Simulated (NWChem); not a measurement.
# CH6FNOSi; SMILES C([Si@H](O)N)F

```xyz
11

N     -1.6131     0.5008     0.2250
Si    -0.0136     0.6235    -0.3992
O      1.1063     1.4434     0.5316
C      0.4809    -1.2003    -0.6381
F      0.1160    -1.8983     0.5378
H     -2.1750     1.3065     0.4675
H     -1.8465    -0.3115     0.7835
H      0.0175     1.3755    -1.6747
H      1.1919     1.1419     1.4477
H     -0.0446    -1.6675    -1.4814
H      1.5581    -1.3402    -0.7928
```
Atoms are numbered in this order, from 1.

All runs: NWChem. Medium grid unless said otherwise, to which SCAN and Minnesota functionals are sensitive. The geometry was optimised at B3LYP/6-31G* (spherical d). Hybrids' shares of exact exchange are those that their runs print; pure functionals count as 0. The functionals differ in more than this share.

| row | share of exact exchange | orbital gap (eV) |
|---|---|---|
| PBE/def2-TZVP | 0.00 | 5.68 |
| r2SCAN/def2-TZVP | 0.00 | 6.48 |
| TPSSh/def2-TZVP | 0.10 | 6.95 |
| B3LYP/def2-TZVP | 0.20 | withheld |
| M06-2X/def2-TZVP | 0.54 | 10.27 |
| Hartree-Fock/def2-TZVP | 1.00 | 14.66 |

Fit a straight line of the last column on the one before it, predict the withheld value, and compare with the run.


1. Means of the 5 shown rows: x = 0.328, y = 8.808. Slope Σ(x − x̄)(y − ȳ)/Σ(x − x̄)² = 6.456/0.7637 = 8.453; intercept 6.035.
2. The shown rows scatter about the line by 0.306 (root mean square); the largest residual is +0.45, at r2SCAN/def2-TZVP.
3. At x = 0.20 (B3LYP/def2-TZVP; inside the shown range) the line gives 7.73.
4. The run gives 7.52, -0.21 from the line, 0.7 times the scatter.
